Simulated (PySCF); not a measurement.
F3H2NTi, SMILES [NH2][Ti]([F])([F])[F], multiplicity 1. Atoms are numbered in the order given.

```xyz
7

Ti     0.0461     0.0235     0.0000
F      0.4732     0.8686    -1.4764
F      0.4732     0.8686     1.4764
F      0.8677    -1.5366     0.0000
N     -1.7993    -0.2328     0.0000
H     -2.3727    -0.3466    -0.8436
H     -2.3727    -0.3466     0.8436
```
Charge 0, spin multiplicity 1.

Geometry optimised at PBE-D3(BJ)/def2-SVP. The spin state was assumed, not searched. The structure was generated by enumeration; whether it is a known compound was not checked. One conformer was computed; it need not be the lowest.

Calculation: PBE/def2-TZVP run with PySCF.

Isolated molecule, no solvent.

The total energy is -1204.82699 hartree. The point group is Cs, the highest occupied level is -7.04 eV and the lowest empty level is -3.52 eV. The orbital gap is 3.52 eV and the dipole moment is 2.81 D. The quadrupole, principal values (traceless, Buckingham form, about the centre of nuclear charge) comes out as -6.82, -2.17, 8.99 D·Å. The mean static polarisability comes out as 41.8 bohr³ (6.20 Å³) and the polarisability, principal values is 36.8, 39.0, 49.7 bohr³.
